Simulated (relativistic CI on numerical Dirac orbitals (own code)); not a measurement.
**Calculated levels, Se II**

Method of calculation: Dirac-Coulomb-Breit CI, KLI orbitals optimised for each configuration, model QED, valence Slater integrals scaled by 0.85, P86 correlation estimate, and configurations built on the next ion tied to the tabulated ionisation energy (semi-empirical) (own radial code, finite nucleus).

CI space (outside the closed core [Ar] 3d10): 4s2.4p3, 4s.4p4, 4s2.4p2.5s, 4s2.4p2.5p, 4s2.4p2.5d, 4s2.4p2.4d, 4s2.4p2.6s, 4s2.4p2.4f, 4s2.4p2.5f, 4p5, 4s2.4p.4d2, 4s.4p3.4d, 4s2.4p2.6p, 4s2.4p2.6d, 4s2.4p2.5g, 4s2.4p2.6f. Levels of other configurations are missing.

```tsv
No.	Configuration	Term	J	E (cm⁻¹)	%	Next component (%)	Landé g	Lifetime (s)
41	4s2.4p2.5p	2D°	5/2	121326.7	72	24 4P°	1.286	9.00e-09
42	4s2.4p2.5p	2P°	1/2	122092.6	89	5 2S°	0.745	9.64e-09
43	4s2.4p2.5p	2P°	3/2	122314.4	91	6 2D°	1.309	9.43e-09
44	4s2.4p2.4d	2G	7/2	122401.0	95	3 2F	0.899	8.46e-09
45	4s2.4p2.4d	2G	9/2	122530.5	98	1 4F	1.115	
46	4s2.4p2.4d	4P	5/2	122922.3	69	14 4s.4p4 4P	1.554	1.39e-10
47	4s2.4p2.4d	2D	3/2	123663.9	84	8 4s2.4p2.5d 2D	0.811	3.78e-10
48	4s2.4p2.4d	4P	3/2	124012.0	73	15 4s.4p4 4P	1.715	1.31e-10
49	4s2.4p2.4d	4P	1/2	124681.0	74	15 4s.4p4 4P	2.610	1.28e-10
50	4s2.4p2.4d	2D	5/2	124758.4	64	12 2F	1.189	2.53e-10
51	4s2.4p2.5s	2S	1/2	128003.2	85	7 4s.4p4 2S	1.988	4.70e-10
52	4s2.4p2.4d	2F	7/2	128506.0	80	15 4s2.4p2.5d 2F	1.138	2.01e-10
53	4s2.4p2.4d	2F	5/2	128816.4	66	16 4s2.4p2.5d 2F	0.914	2.30e-10
54	4s2.4p2.5p	2F°	5/2	129208.0	60	38 2D°	0.998	8.15e-09
55	4s2.4p2.5p	2F°	7/2	129666.1	97	3 4D°	1.151	9.05e-09
56	4s2.4p2.5p	2D°	3/2	129675.3	87	10 2P°	0.864	6.63e-09
57	4s2.4p2.5p	2D°	5/2	129680.1	61	35 2F°	1.084	7.30e-09
58	4s2.4p2.4d	2P	1/2	130011.9	84	6 4s2.4p2.5d 2P	0.729	2.84e-10
59	4s2.4p2.4d	2P	3/2	131187.4	83	5 4s2.4p2.5d 2P	1.339	2.57e-10
60	4s2.4p2.5p	2P°	1/2	131829.2	97	2 4s2.4p2.6p 2P°	0.678	6.77e-09
61	4s2.4p2.5p	2P°	3/2	132534.6	89	6 2D°	1.311	6.56e-09
62	4s2.4p2.6s	4P	1/2	135006.2	89	9 2P	2.459	1.28e-09
63	4s2.4p2.6s	4P	3/2	136529.0	90	7 2P	1.692	1.50e-09
64	4s2.4p2.6s	2P	1/2	137489.2	77	10 4P	0.873	6.86e-10
65	4s2.4p2.4d	2D	3/2	137530.7	37	24 4s2.4p2.5d 2P	1.009	4.79e-10
66	4s2.4p2.4d	2D	5/2	137710.2	74	11 4s2.4p2.5d 2D	1.205	4.43e-10
67	4s2.4p2.6s	4P	5/2	138603.0	96	3 2D	1.585	1.49e-09
68	4s2.4p2.4d	2D	3/2	138766.4	31	22 4s2.4p2.5d 2P	0.983	6.55e-10
69	4s2.4p2.5d	4F	3/2	139260.1	67	12 2P	0.673	2.82e-09
70	4s2.4p2.5d	4F	5/2	139592.0	70	23 4D	1.122	2.30e-09
71	4s2.4p2.5d	4D	1/2	140236.1	38	37 2P	0.458	5.03e-10
72	4s2.4p2.6s	2P	3/2	140393.6	65	11 4s2.4p2.5d 2P	1.274	3.26e-10
73	4s2.4p2.5d	4F	7/2	140647.5	68	28 4D	1.291	3.58e-09
74	4s2.4p2.4d	2D	3/2	141196.8	41	29 4s2.4p2.5d 2D	0.859	3.29e-10
75	4s2.4p2.6p	4D°	1/2	141775.4	64	15 2S°	0.664	1.25e-08
76	4s2.4p2.5d	4D	5/2	141863.0	53	22 4F	1.276	1.08e-09
77	4s2.4p2.5d	4D	1/2	141912.9	57	22 2P	0.376	5.82e-10
78	4s2.4p2.5d	4D	3/2	141914.6	61	7 4s2.4p2.4d 2D	1.116	4.79e-10
79	4s2.4p2.4d	2D	5/2	142140.9	43	25 4s2.4p2.5d 2D	1.219	2.17e-10
80	4s2.4p2.6p	4D°	3/2	142247.8	53	27 4P°	1.362	
81	4s2.4p2.5d	4F	9/2	142373.8	94	3 2G	1.327	4.85e-09
82	4s2.4p2.5d	4D	7/2	142696.6	64	28 4F	1.355	5.03e-09
83	4s2.4p2.6p	2S°	1/2	143143.4	50	32 4D°	1.431	1.13e-08
84	4s2.4p2.4f	4G°	5/2	143187.8	48	20 2D°	0.844	3.43e-09
85	4s2.4p2.4f	4D°	7/2	143222.7	29	23 2G°	1.156	3.49e-09
86	4s2.4p2.6p	4D°	5/2	143668.0	72	20 4P°	1.405	
87	4s2.4p2.6p	4D°	3/2	143826.6	39	26 4S°	1.535	7.44e-09
88	4s2.4p2.6p	4P°	1/2	144134.8	58	21 2P°	1.929	1.12e-08
89	4s2.4p2.6p	2D°	3/2	144528.3	73	7 4S°	0.976	
90	4s2.4p2.4f	4G°	5/2	144640.8	43	40 2D°	0.948	3.37e-09
91	4s2.4p2.4f	4D°	7/2	144658.4	49	29 4G°	1.199	3.51e-09
92	4s2.4p2.5d	2S	1/2	144733.8	31	26 4s.4p4 2S	1.901	2.77e-10
93	4s2.4p2.5d	2F	5/2	144859.5	74	11 4s2.4p2.4d 2F	0.928	3.30e-10
94	4s2.4p2.4f	4G°	9/2	144939.6	57	25 4F°	1.203	3.53e-09
95	4s2.4p2.4f	2G°	7/2	145019.7	44	33 4G°	0.985	3.47e-09
96	4s2.4p2.4f	4F°	3/2	145109.0	46	24 4D°	0.731	3.90e-09
97	4s2.4p2.4f	4D°	5/2	145125.6	39	24 2F°	1.156	3.50e-09
98	4s2.4p2.5d	4P	5/2	145178.6	68	14 4D	1.507	2.21e-10
99	4s2.4p2.5p	2P°	1/2	145276.6	65	15 4s2.4p2.6p 2S°	1.126	8.81e-09
100	4s2.4p2.5p	2P°	3/2	145405.6	77	10 4s2.4p2.6p 2P°	1.335	7.74e-09
101	4s2.4p2.6p	4D°	7/2	145679.5	94	3 2F°	1.415	
102	4s2.4p2.6p	4P°	5/2	145834.4	60	26 4D°	1.481	
103	4s2.4p2.5d	4P	3/2	145881.1	83	4 4D	1.695	1.89e-10
104	4s2.4p2.6p	4S°	3/2	146173.3	52	40 4P°	1.836	
105	4s2.4p2.5d	4P	1/2	146456.2	84	3 4s.4p4 4P	2.580	1.81e-10
106	4s2.4p2.4f	4D°	1/2	146823.9	95	3 2P°	0.038	3.40e-09
107	4s2.4p2.4f	4D°	3/2	146873.8	55	40 2D°	1.033	3.55e-09
108	4s2.4p2.6p	2D°	5/2	146914.4	75	15 4P°	1.234	
109	4s2.4p2.4f	4G°	11/2	146921.4	97	3 2H°	1.268	3.48e-09
110	4s2.4p2.5d	2F	7/2	147019.6	75	9 4s2.4p2.4d 2F	1.148	3.91e-10
```

Energies count from the lowest computed level; ° marks odd parity; lifetimes are radiative, by E1, M1, E2 decay to levels of this space only; some are left blank where a channel outside the calculation adds to the decay or the decay crosses a small, uncertain gap.

The mean weight of the leading LS term, summed over parents, in these 70 levels is 68 %, and that of the leading jj configuration (from the same eigenvectors) 53 %, so LS coupling describes them better.

Configurations that consist of the next ion and one excited electron were tied to the tabulated ionisation energy; Rydberg ones are usually within 1,000 to 3,000 cm⁻¹ and the lowest ones within about 6,000 (9,000 in d shells), while levels on excited terms of the next ion carry the error of that term, and the other configurations can be misplaced by 10,000 cm⁻¹ or more. Rates follow the energies as ν³ (E1, M1) or ν⁵ (E2), so rates, branching and lifetimes can be off by large factors. The fine structure of a lone outer electron comes out too small, for d and f at times inverted, and misplaced configurations move strength between like terms. 15 of the 15 excited levels that our extract of the measured tables holds in this range could be paired (the sources list more); they are missed by 1305 cm⁻¹ on average and 2286 at most, and levels without a partner can miss by more.

LS names give the leading component of a level, which can be under half, so a name can repeat, a term be missing and a line seem to break the LS rules.
